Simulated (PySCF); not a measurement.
A structure optimised at ωB97X-D3(BJ)/def2-TZVP, used in a PySCF frequency run:

```xyz
4

O      1.4192     0.0000     0.0000
S      0.0000     0.0000     0.0000
O     -0.7096    -1.2290     0.0000
O     -0.7096     1.2290     0.0000
```
Charge 0, spin multiplicity 1.

Write its SMILES, formula and point group.

O=S(=O)=O, O₃S, D3h

What are its rotational constants (standard atomic weights)?

10.456, 10.456, 5.2281 GHz
